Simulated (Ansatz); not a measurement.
C₂H₂FGaS, SMILES `C#C[S][GaH][F]`. The species carries charge 0 and has multiplicity 1. The structure was optimised at the PBE0-D4/def2-TZVP level. It is one conformer, not always the lowest.

```xyz
7

C     0.924    0.052    1.991
C     0.839   -0.442    0.898
S     0.785   -1.192   -0.605
Ga   -0.784    0.013   -1.584
F    -1.476    1.294   -0.623
H     0.991    0.498    2.955
H    -1.278   -0.222   -3.032
```

Problem. What is the dipole moment at B3LYP/def2-TZVPP? (An estimate is asked.)

Solution. Ansatz gave: 1.44 D, with components (0.09, -0.76, -1.23) D in this frame, pointing from negative to positive charge.

Problem. And with PBE, r2SCAN, ωB97M-V? (Best estimate.)

Solution. Computed: PBE 1.35 D, r2SCAN 1.36 D, ωB97M-V 1.45 D.

Problem. Give the Mulliken charges with B3LYP, PBE, r2SCAN in def2-TZVPP. (An estimate is asked.)

Solution. Ansatz gave: 
| atom | B3LYP | PBE | r2SCAN |
| --- | --- | --- | --- |
| C1 | 0.08 | 0.03 | 0.00 |
| C2 | -0.33 | -0.23 | -0.22 |
| S3 | -0.14 | -0.13 | -0.14 |
| Ga4 | 0.50 | 0.43 | 0.50 |
| F5 | -0.37 | -0.32 | -0.36 |
| H6 | 0.26 | 0.21 | 0.24 |
| H7 | 0.00 | 0.01 | 0.00 |

B3LYP here is the variant with VWN-RPA as its local correlation; programs differ in this.
